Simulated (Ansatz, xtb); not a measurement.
**Two structures of CH2MgOSi**

Structure a is `C=[Si]1[O][Mg]1`, a singlet and structure b is a triplet given by its coordinates. Both are isolated molecules in the gas phase, relaxed with B3LYP-D3(BJ)/def2-SVP.

a (Å):

```xyz
6

C    -2.5357    1.9849   -0.4686
Mg   -0.0936   -1.4510   -0.4047
O    -1.8792   -1.0216    0.1349
Si   -1.6582    0.5290   -0.3114
H    -3.4983    2.1114    0.0411
H    -2.0770    2.8699   -0.9158
```

b (Å):

```yaml
atoms:
  - { symbol: C, position_ang: [-1.7663, 1.6108, -0.0814] }
  - { symbol: Mg, position_ang: [-3.4871, 0.3322, -1.2650] }
  - { symbol: O, position_ang: [-2.2046, -1.0722, -0.6852] }
  - { symbol: Si, position_ang: [-1.3072, -0.1567, 0.2853] }
  - { symbol: H, position_ang: [-1.7204, 2.3056, 0.7709] }
  - { symbol: H, position_ang: [-1.1894, 2.0342, -0.9260] }
```

Close contacts (Å): C1–Mg2 2.45, C1–Si4 1.86, Mg2–O3 1.99, Mg2–Si4 2.72, O3–Si4 1.61, C1–H5 1.10, C1–H6 1.11.

Q: Estimate E(b) − E(a) at the level CCSD(T)/def2-TZVPP.

A: Calculated at CCSD(T)/def2-TZVPP: E(b) − E(a) = −1.02 kcal/mol, so structure b lies lower.

The same difference at several levels:

```json
{"level": "HF/STO-3G", "geometry": "GFN2-xTB", "E(b) − E(a) (kcal/mol)": "−79.44", "departure from the last row (kcal/mol)": "−78.42", "job, with rough time for the two": "single point, 0.48 s"}
{"level": "r2SCAN-D4/def2-SVP", "geometry": "GFN2-xTB", "E(b) − E(a) (kcal/mol)": "−12.75", "departure from the last row (kcal/mol)": "−11.73", "job, with rough time for the two": "single point, 4 s"}
{"level": "B3LYP-D3(BJ)/def2-SVP", "geometry": "B3LYP-D3(BJ)/def2-SVP", "E(b) − E(a) (kcal/mol)": "−6.29", "departure from the last row (kcal/mol)": "−5.28", "job, with rough time for the two": "optimisation, 68 s"}
{"level": "HF/def2-TZVPP", "geometry": "B3LYP-D3(BJ)/def2-SVP", "E(b) − E(a) (kcal/mol)": "−30.19", "departure from the last row (kcal/mol)": "−29.17", "job, with rough time for the two": "part of the CCSD(T) run"}
{"level": "MP2/def2-TZVPP", "geometry": "B3LYP-D3(BJ)/def2-SVP", "E(b) − E(a) (kcal/mol)": "+1.56", "departure from the last row (kcal/mol)": "+2.58", "job, with rough time for the two": "part of the CCSD(T) run"}
{"level": "CCSD(T)/def2-TZVPP", "geometry": "B3LYP-D3(BJ)/def2-SVP", "E(b) − E(a) (kcal/mol)": "−1.02", "departure from the last row (kcal/mol)": "", "job, with rough time for the two": "single point, 3.8 min"}
```

MP2/def2-TZVPP puts the two in the other order. The largest departure from CCSD(T)/def2-TZVPP is that of HF/STO-3G, 78.42 kcal/mol. At CCSD(T)/def2-TZVPP a singlet with the links of b lies below this triplet.

With harmonic frequencies from B3LYP-D3(BJ)/def2-SVP (ideal gas, rigid rotor, one conformer each, 298.15 K, 1 atm): on the last row, ΔE + ΔZPE = −0.88, ΔH = −1.24, ΔG = −0.86 kcal/mol.

The T1 diagnostic of structure a is large, so the coupled-cluster value is less sure. Open shells are spin-unrestricted. The correlated steps freeze 8 core orbitals; the last core shell of Mg is correlated, in a basis made for valence electrons. ΔG holds the spin degeneracy. Codes used: Ansatz 0.2.0, xtb 6.7.1; the last row on 2 threads of Arm Neoverse V1 on a shared host.
